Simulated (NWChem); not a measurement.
System: C2H8AlN; SMILES [AlH]([CH2]C)[NH2]

```xyz
12

Al    -0.6419    -0.7887     0.0000
H     -1.9650    -1.6751     0.0000
C     -0.6509     1.1862     0.0000
C      0.7210     1.8884     0.0000
H     -1.2380     1.5200     0.8699
H     -1.2380     1.5200    -0.8699
H      1.3146     1.6183    -0.8822
H      1.3146     1.6183     0.8822
H      0.6243     2.9824     0.0000
N      0.9017    -1.6872     0.0000
H      0.9745    -2.6976     0.0000
H      1.8249    -1.2706     0.0000
```
Atoms are numbered in this order, from 1.

Results from NWChem. Medium grid unless said otherwise, to which SCAN and Minnesota functionals are sensitive. Geometry: optimised at B3LYP/6-31G* (spherical d). Hybrids' shares of exact exchange are those that their runs print; pure functionals count as 0. The functionals differ in more than this share.

```csv
row,share of exact exchange,highest occupied level (eV)
PBE/def2-TZVP,0.00,-5.96
r2SCAN/def2-TZVP,0.00,-6.24
B3LYP/def2-TZVP,0.20,-7.08
PBE0/def2-TZVP,0.25,-7.32
PW6B95/def2-TZVP,0.28,-7.43
M06-2X/def2-TZVP,0.54,withheld
```

Task: Fit a straight line of the last column on the one before it, predict the withheld value, and compare with the run.

Result: 
1. Means of the 5 shown rows: x = 0.146, y = -6.806. Slope Σ(x − x̄)(y − ȳ)/Σ(x − x̄)² = -0.3580/0.07432 = -4.817; intercept -6.103.
2. The shown rows scatter about the line by 0.089 (root mean square); the largest residual is +0.14, at PBE/def2-TZVP.
3. At x = 0.54 (M06-2X/def2-TZVP; beyond the shown range) the line gives -8.70.
4. The run gives -8.59, +0.11 from the line, 1.2 times the scatter.
